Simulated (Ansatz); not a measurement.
Energy profile

The step: Si₂H₆ ([SiH3][SiH3]) + SiH₄O ([OH][SiH3]) → Si₃H₈O ([SiH3][O][SiH2][SiH3]) + H₂; bonds formed: Si1–O7, H2–H6; bonds broken: Si1–H2, H6–O7 (atoms numbered as in the saddle structure below).

Si1  (-0.960, 0.108, 0.340)
H2  (-0.596, -1.525, 0.826)
H3  (-0.881, 1.364, -0.509)
H4  (-2.419, -0.164, 0.386)
Si5  (-0.005, 0.776, 2.365)
H6  (-0.080, -1.543, -0.266)
O7  (-0.038, -0.756, -1.018)
Si8  (0.876, -0.319, -2.366)
H9  (-0.252, 2.208, 2.694)
H10  (1.470, 0.581, 2.262)
H11  (-0.502, -0.076, 3.480)
H12  (-0.040, 0.120, -3.441)
H13  (1.614, -1.540, -2.763)
H14  (1.811, 0.765, -1.990)
(Å)

Electronic energies by CCSD(T) at an estimated basis limit (MP2 extrapolated from triple and quadruple zeta, plus CCSD(T) − MP2 in triple zeta), on PBE0-D4/def2-TZVP structures; Si$_{3}$H$_{10}$O, singlet; no counterpoise correction. Ansatz 0.2.0; basis: def2-TZVPP and def2-QZVPP; cores frozen in the correlated methods. Extrapolation: Hartree–Fock as exp(−7.88 √X), correlation as X^−2.97.

(1) Give the profile in kJ/mol, counted from the separated reactants. (An estimate is asked for; the value comes from the calculation.)

No T1 diagnostic of these runs exceeds 0.014.

## Answers

(1) By the calculation:
```csv
point,kJ/mol
"separated: Si$_{2}$H$_{6}$ (linked as [SiH3][SiH3]; Si1, H2, H3, H4, Si5, H9, H10, H11; singlet) + SiH$_{4}$O (linked as [OH][SiH3]; H6, O7, Si8, H12, H13, H14; singlet)",0.0
start structure,-9.1
saddle,153.8
end structure,-80.9
"separated: Si$_{3}$H$_{8}$O (linked as [SiH3][O][SiH2][SiH3]; Si1, H3, H4, Si5, O7, Si8, H9, H10, H11, H12, H13, H14; singlet) + H$_{2}$ (H2, H6; singlet)",-77.3
```

For scale, one of the runs: CCSD(T)/def2-TZVPP, 297 basis functions, launched by `ansatz run in.yaml --threads 8 --pin off --events-out ev --progress --plain --max-ram 19148MiB`. Time: 2.2 min of wall clock on 8 CPU threads of an Arm Neoverse V1; the host was shared. Peak host memory: 9 GiB.
